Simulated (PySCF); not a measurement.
S (SMILES [S-]), charge -1, doublet (in this run its highest filled SCF level lies above zero, so its values depend strongly on the basis, on diffuse functions most of all). Base run: R2SCAN/def2-SVP (PySCF).

Here is a job for PySCF.
```python
from pyscf import gto, scf, dft

mol = gto.M(
    atom='''
S     0.00000000    0.00000000    0.00000000
''',
    basis='def2-svp',
    charge=-1,
    spin=1,
    verbose=4,
)

mf = dft.UKS(mol)
mf.xc = 'r2scan'
mf.kernel()
```

Each row names what was changed in the base input (with any setting that the change needs).

```csv
change,E (Eh),HOMO (eV),<S^2>
base,-397.98953,3.14,0.753
functional = hse06,-397.89234,2.60,0.752
functional = o3lyp,-398.00575,2.98,0.752
functional = m062x,-397.99892,1.10,0.751
functional = revpbe,-397.93849,3.52,0.752
"functional = pw91,pw91",-397.99603,3.51,0.752
functional = pw6b95,-398.33375,2.23,0.751
functional = bp86,-398.05386,3.42,0.752
functional = mn15,-397.86718,1.72,0.751
functional = lc_wpbe,-397.90301,-0.72,0.752
functional = blyp; dispersion = d3bj,-398.00471,3.83,0.751
functional = b97m_v,-397.91105,3.16,0.752
functional = tpssh,-398.03275,2.80,0.752
```

Absolute energies of different levels of theory aren't comparable as measures of quality.

Open shells are given as the SCF converged; they aren't shown to be the lowest states, and a large step between rows can be another state.
